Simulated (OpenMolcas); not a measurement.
An atom or ion with 72 electrons was computed by XMS-CASPT2, IPEA 0.25 Eh, imaginary shift 0.1 Eh with spin-orbit coupling (OpenMolcas, ANO-RCC-VTZP, DKH2). The lowest levels that the run gave, each within 12 % of the measured value where one is at hand:

```
J  Parity  E (cm-1)      g
0    even       0.0       
1    even      2470  1.500
2    even      4900  1.483
3    even      6850  1.468
4    even      8320  1.441
0    even     11010       
1    even     11190  0.079
2    even     12690  1.007
1    even     14060  1.412
3    even     15090  1.243
4    even     15230  0.977
2    even     15270  0.784
```

Which ion is it, and what are the configurations and terms?

W2+ (Z = 74, charge +2; active space 4 electrons in 6 orbitals (5d 6s)). J, parity and g give the terms where levels are pure, and mixed ones are named by the computed weights; the size of the splittings, set against known spectra of the 72-electron sequence, gives the charge. In order, with the measured energies in cm-1 (NIST levels as listed in McCann et al., Mon. Not. R. Astron. Soc. 538, 537 (2025)): 5d4 5D0 [65 %], 5d4 5D1 (2256), 5d4 5D2 (4461), 5d4 5D3 (6278), 5d4 5D4 (7687), 5d4 3P0 [60 %] (9904), 5d3 6s 5F1 (10969), 5d3 6s 5F2 (12427), 5d4 3P1 (12881), 5d3 6s 5F3, 5d4 3H4 [52 %], 5d4 3F2 [70 %].

CASPT2 breaks the degeneracy within a term, and the mean is taken; among the terms shown or strongly mixed into the levels shown the widest spread is 870 cm-1 (5d4 3G). Over all roots computed the reference weight is 0.88 to 0.95; the roots of lowest weight are the least certain, and an intruder state may touch them. Some high roots are left out of the spin-orbit mixing, which shifts the levels that they would mix with. Some levels mix across a computed gap that differs much from the measured one, so their mixing is not that of the real levels. Terms from blocks run as CI alone lack orbitals of their own. Configurations are named by rounded mean occupations; where the s occupation lies near a half they are strongly mixed, a name can repeat and a true partner stay unpaired. A single d shell beside an s shell can misplace configurations of different d count against each other. Measured partners are found by configuration, term and J. A level has none where our copy of the source lacks it or the pairing is in doubt (some pairs that miss far off the trend of their configuration count as doubtful), and it then counts in no deviation. Levels of configurations outside the active space are missing.

A share in square brackets marks a mixed level and gives the weight of the term that names it.
